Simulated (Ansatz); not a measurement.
Relaxation of AlClH$_{4}$O$_{2}$ (8 atoms, charge 0, multiplicity 1), to a largest force component of 0.03 eV/Å in at most 50 steps.

Method: Ansatz, RKS PBE0/6-31G*.

```xyz
8
Properties=species:S:1:pos:R:3
Al 0.026 -0.390 0.060
H -0.115 -0.210 1.614
O 1.611 -0.516 -0.543
H 1.769 -0.627 -1.485
O -1.309 -0.582 -0.984
H -2.216 -0.529 -0.670
Cl 0.079 2.815 1.282
H 0.105 1.621 1.877
```

**Question.** Where does it end, and by what steps?

**Answer.** The run converged. After 40 steps the energy has fallen by 1.594 eV; H8 moved furthest, 2.44 Å. Parted: Cl7–H8 (1.33 → 2.85 Å). Joined: Al1–Cl7 (3.43 → 2.15 Å), O3–H8 (3.56 → 0.97 Å).

| step | energy less start (eV) | largest force component (eV/Å) | accepted |
| --- | --- | --- | --- |
| 0 | 0.0000 | 1.012 | yes |
| 2 | 0.0795 | 1.156 | no |
| 4 | -0.0521 | 0.364 | yes |
| 6 | -0.0716 | 0.091 | yes |
| 8 | -0.1045 | 0.789 | yes |
| 10 | -0.1310 | 0.177 | yes |
| 12 | -0.1384 | 0.199 | yes |
| 14 | -0.1490 | 0.075 | yes |
| 16 | -0.1417 | 0.832 | no |
| 18 | -0.1563 | 0.295 | yes |
| 20 | -0.1786 | 0.788 | yes |
| 22 | -0.2396 | 0.216 | yes |
| 24 | -0.3013 | 0.326 | yes |
| 26 | -0.3454 | 0.984 | yes |
| 28 | -0.6825 | 1.538 | yes |
| 30 | -1.3848 | 1.650 | yes |
| 32 | -1.5353 | 1.279 | yes |
| 34 | -1.5315 | 0.697 | no |
| 36 | -1.5906 | 0.127 | yes |
| 38 | -1.5928 | 0.078 | yes |
| 40 | -1.5935 | 0.011 | yes |

```xyz
8
Properties=species:S:1:pos:R:3
Al -0.442 0.036 0.736
H -0.516 -1.110 1.824
O 1.389 0.209 -0.005
H 1.159 0.097 -0.949
O -0.940 -0.232 -0.907
H -1.804 -0.579 -1.143
Cl -0.608 2.044 1.486
H 1.713 1.118 0.110
```

Run time: 2.5 min on 1 thread of Arm Neoverse V1, on a shared host, peak memory 0.16 GiB.
